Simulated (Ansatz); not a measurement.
Consider the formal exchange of groups at the Si–Ge bond: `[SiH3][SiH2][GeH2][SiH2][SiH3]` + disilane → `[SiH3][SiH2][SiH2][SiH3]` + `[SiH3][SiH2][GeH3]`.

Isolated molecules relaxed with PBE0-D4/def2-TZVP in Ansatz; ΔE leaves out vibrations. CBS: MP2 limit from def2 TZ/QZ plus the TZ coupled-cluster correction, frozen cores. Functionals use def2-TZVPP. For Ge outer-core shells are correlated without core-valence functions, which leaves a few kJ/mol of doubt a bond. Scalar relativity is left out up to krypton. One conformer a species, not always the lowest.

```
  level  ΔE (kcal/mol)
   PBE0            2.5
r2SCANh            3.1
```

Question: What does CCSD(T)/CBS give? (Best estimate.)

Answer: The calculation gave: +4.3 kcal/mol. The listed levels differ from it by -1.8, -1.2 kcal/mol.

Largest T1 diagnostic among the species: 0.014.

Leaving LDA and LC-ωPBE aside and taking each functional with its dispersion term where it has one, the values, not all of them listed here, spread over 2.8 kcal/mol, from B97M-V to BHLYP-D4. The D4 term adds +1.3 kcal/mol with B3LYP and +0.8 kcal/mol with PBE0; it sums over pairs of atoms, weighted by their polarisabilities, and B3LYP, whose exchange is more repulsive, gets the larger term. In def2-TZVPP, CCSD(T) changes the Hartree–Fock value by +1.0 kcal/mol (the triples alone add +0.1 kcal/mol) and MP2 by +1.9 kcal/mol.

B3LYP here is the variant with VWN-RPA as its local correlation; programs differ in this.
